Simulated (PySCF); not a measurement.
## Spinor energies of C²⁺ (carbon, charge +2)

Start: [He] 2p2; 2p3/2 filled at m_j = +1/2, +3/2. Calculated with PySCF 2.14 in x2c-SVPall-2c with one added diffuse shell of s type (4s2p1d, 15 functions): generalised Hartree-Fock with the X2C-1e Hamiltonian and a Gaussian nucleus; one run each with spin-orbit coupling (SO) switched off, then screened by Boettger's factors. This is a chosen level, not necessarily the ground level.

```csv
spinor shell,electrons,"ε, spin-free (eV)","ε, screened SO (eV)",weight of nominal j (screened SO),"rms radius, screened SO (bohr)"
1s1/2,2,-342.20,-342.20,1.000,0.312
2p3/2,2,-38.855,-38.853,0.832,1.47
```

```
   quantity  spin-free  screened SO
E (hartree)  -35.83353    -35.83340
        M_J          2            2
       ⟨J²⟩      6.000        6.000
       ⟨L²⟩      2.000        2.000
       ⟨S²⟩      2.000        2.000
```

Each row is a mean over spinors that exchange with the open shell spreads, by up to 1.682 eV (1s1/2).

Rows whose weight is well below 1 are mixtures of j = l ± 1/2: exchange outweighs spin-orbit coupling there, and the label is only the starting occupation.

Without spin-orbit coupling the j labels of p, d and f shells carry no meaning; the spin-free column gives the mean over the occupied spinors of each nl shell.
